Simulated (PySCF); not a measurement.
# One molecule, several mistakes: Al3ClH3

Calculated results; nothing here was measured. The program is PySCF 2.14.0, an open-source quantum chemistry code, run on an isolated molecule that a program drew, which may never have been made. The molecule is Al3ClH3 (charge 0, doublet), drawn as the SMILES string `[AlH2][AlH][Al][Cl]`.

Each row is a Hartree-Fock (HF) and frozen-core CCSD(T) single point in the cc-pV(D+d)Z basis, meant for a local HF minimum. Run 1 is clean. Each other run has one planted mistake out of seven kinds, and not every kind appears here: one electron removed, one electron added, multiplicity raised by two, geometry at a saddle point, minimal basis STO-3G, one bond length entered in bohr, all coordinates scaled. The reference is restricted for singlets and unrestricted otherwise, and also for a bond in bohr. Adding or removing an electron swaps singlet and doublet. Electrons count all cores. HOMO and LUMO are orbital energies over both spins, the gradient is its largest component, and the lowest frequency (negative if imaginary) is given only where the gradient is small. Bond lengths are over the 6 bonds as drawn. T1 is the CCSD diagnostic: over 0.02 (restricted) or 0.045 (unrestricted) a single reference is doubtful.

Geometry of the clean run:
```xyz
7
Al3ClH3, angstrom
Al   -0.6487    1.1433    1.0126
Al   -0.6835   -1.4587    1.3503
Al   -2.8965   -2.9339    1.2845
Cl   -3.6901   -3.6824   -0.5693
H     0.1174    1.8066   -0.2086
H    -1.4396    2.1167    1.9864
H     0.5785   -2.2560    1.9052
```

```
run,electrons,basis functions,<S^2>,HOMO (eV),LUMO (eV),gradient (hartree/bohr),lowest frequency (cm^-1),mean bond (Å),longest bond (Å),T1,HF (hartree),CCSD(T) (hartree),mistake
1,59,107,0.813,-7.30,0.00,3.3e-05,30,2.0338,2.660,0.0237,-1187.03817,-1187.40610,no fault
2,59,39,0.796,-3.12,6.12,3.3e-02,-,2.0338,2.660,0.0133,-1173.34181,-1173.45564,minimal basis STO-3G
3,58,107,0.000,-13.78,-5.74,3.4e-02,-,2.0338,2.660,0.0181,-1186.79771,-1187.16314,one electron removed
4,59,107,3.776,-6.32,-1.70,2.6e-02,-,2.0338,2.660,0.0287,-1186.94745,-1187.30637,?
```

**Which mistake was planted in run 4, and what did it cost?**

Electrons, basis and geometry are unchanged, and <S^2> is 3.776, beside S(S+1) = 3.75 for a multiplicity of 4. So the mistake is: multiplicity raised by two. Subtracting run 1 and multiplying by 627.51 kcal/mol a hartree, the energy moved by 56.9 kcal/mol in HF and 62.6 kcal/mol in CCSD(T).

